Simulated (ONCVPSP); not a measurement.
## PBE ONCV dataset for Be, non-relativistic all-electron reference.

beryllium, optimised norm-conserving Vanderbilt (ONCV), made with ONCVPSP 4.0.1 (PBE, non-relativistic). Core none, reference 1s2 2s2. Waves: 1s+2s: rc 0.65 bohr, ncon 5, nbas 8, qcut 19 1/bohr, 2 projectors; p scattering state at 0.35 Ha: rc 0.50 bohr, ncon 4, nbas 8, qcut 14.6 1/bohr, 1 projector; d scattering state at 0.45 Ha: rc 0.60 bohr, ncon 3, nbas 6, qcut 14 1/bohr, 2 projectors, debl 4 Ha. Local part: polynomial inside 0.30 bohr (lpopt 5, dvloc0 2 Ha). Core correction: none.

**Question.** Estimate the cutoffs (Ha) at which the residual kinetic energy of the hardest occupied pseudo-wave falls to 1 and 0.1 mHa per electron.

**Answer.** 140 Ha and 164 Ha.

**Question.** Does the potential have ghost states?

**Answer.** No bound ghost flagged; no localised positive-energy state flagged.

**Question.** Which valence shell sets the plane-wave cutoff?

**Answer.** 1s: 140 Ha for 1 mHa per electron, against 101 Ha for 2s.

**Question.** Tests: 1s2 2s1; 1s2 2s0; 1s2 2s1.5; 1s2 2s0 2p1. Which has the largest error in its energy relative to the reference configuration, and how large is it?

**Answer.** 1s2 2s0 2p1, with +1.9 meV (all-electron minus pseudo) on +13.46 eV.
